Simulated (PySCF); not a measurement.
C₂H₇BFNO, SMILES CN(C)B(O)F.

Coordinates come from a PBE0-D3(BJ)/def2-SVP optimisation. This is a generated structure with no PubChem entry under its InChIKey; it may be hypothetical. The values are those of a single conformer.

Vertical ionisation energy (IE) and electron affinity (EA) in eV. Rows of orbital energies are one-electron estimates. Where ΔSCF, EOM or ADC give a negative EA the extra electron is unbound and the value depends on the basis.

```json
[
 {"level": "−ε(HOMO), −ε(LUMO), HF/def2-TZVP (PySCF)", "IE": "…", "EA": "…"},
 {"level": "−ε(HOMO), −ε(LUMO), PBE/def2-TZVP (PySCF)", "IE": "5.64", "EA": "0.36"}
]
```

Fill in the missing entries. (An estimate is asked for; the answer gives what the named calculation found.)


- −ε(HOMO), −ε(LUMO), HF/def2-TZVP (PySCF), IE: 10.33
- −ε(HOMO), −ε(LUMO), HF/def2-TZVP (PySCF), EA: -3.06
